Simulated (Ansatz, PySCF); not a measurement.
Gas-phase reaction (SMILES): N[Si](F)(F)F + [H][H] (H2) → F[SiH](F)F + N (NH3); hydrogen cleaves one Si-N bond, a model of a ligand-exchange step.

Each molecule is optimised on its own at B3LYP-D3(BJ)/def2-TZVP (Ansatz, a program for electronic structure), one conformer each, not searched for the lowest. Valence correlation only, unless marked. No spin-orbit coupling. Non-relativistic. CBS marks a two-point X^-3 extrapolation of the correlation energy; Hartree-Fock from the larger set. Thermal terms are rigid-rotor harmonic-oscillator values from B3LYP-D3(BJ) frequencies (Ansatz or PySCF) at 298.15 K and 1 atm. 1 Eh = 627.5095 kcal/mol.

```csv
species,"E, CCSD(T)/CBS(aug-cc-pV(T+d)Z,aug-cc-pV(Q+d)Z) (Ansatz) (Eh)","E, r2SCAN-D4/def2-TZVPD (Ansatz + dftd4) (Eh)",H - E (Eh)
N[Si](F)(F)F,-644.60844,-645.23187,0.04235
[H][H] (H2),-1.17444,-1.17100,0.01336
F[SiH](F)F,-589.25810,-589.83356,0.02314
N (NH3),-56.50411,-56.54744,0.03799
```

Work out ΔE and ΔH at 298.15 K at the first level, then ΔH at the second.


1. ΔE = [(-589.25810) + (-56.50411)] - [(-644.60844) + (-1.17444)] = 0.02067 Eh = 13.0 kcal/mol at CCSD(T)/CBS(aug-cc-pV(T+d)Z,aug-cc-pV(Q+d)Z).
2. The terms H - E add up to 0.00542 Eh, so ΔH = (0.02067 + (0.00542))×627.5095 = 16.4 kcal/mol.
3. At r2SCAN-D4/def2-TZVPD the same steps give ΔE = 13.7 and ΔH = 17.1 kcal/mol, a shift of +0.7 from the first level.
4. These values are not checked against measurement here, since the tables used lack a sound gas-phase enthalpy of formation for at least one species.
